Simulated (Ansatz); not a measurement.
CH5ClFInSi, SMILES `[F][InH][CH]([SiH3])Cl`. The species carries charge 0 and has multiplicity 1. In: def2 effective core potential.

```xyz
10

F    -0.889   -1.359   -2.039
In    0.771   -0.356   -1.730
C     0.640    0.476    0.253
Si   -0.818   -0.138    1.266
Cl    0.461    2.248   -0.067
H     1.806   -0.304   -3.074
H     1.581    0.355    0.792
H    -0.616   -1.594    1.499
H    -2.080    0.100    0.529
H    -0.855    0.573    2.571
```

Task: What are the harmonic wavenumbers in cm⁻¹ at PBE0-D4/def2-TZVP (Ansatz, finite differences of forces, unscaled)? (Estimate.)

Result: The calculation gave: 20, 75, 105, 139, 173, 210, 385, 437, 455, 573, 582, 670, 729, 794, 917, 929, 947, 992, 1159, 1887, 2220, 2226, 2266, 3115.

Task: Is this a minimum?

Result: Yes, all 24 modes are real.

Task: Give the ideal-gas thermochemistry at 298.15 K and 1 bar (rigid rotor, harmonic oscillator; point group C1, symmetry number 1).

Result: Zero-point energy 131.6 kJ/mol; H(298) − E = 157.1 kJ/mol; entropy 408.6 J/(mol·K), of which translation 175.8, rotation 123.1, vibration 109.8; G(298) − E = 35.3 kJ/mol. Modes under 100 cm⁻¹ are hindered rotations or soft bends, so the harmonic entropy is rough.

Task: And at 400, 500, 600, 800 and 1000 K?

Result: 
```csv
T (K),H − E (kJ/mol),S (J/mol/K),G − E (kJ/mol)
400,171.0,448.7,-8.4
500,186.4,482.8,-55.0
600,203.0,513.1,-104.9
800,239.0,564.7,-212.8
1000,277.7,607.8,-330.2
```
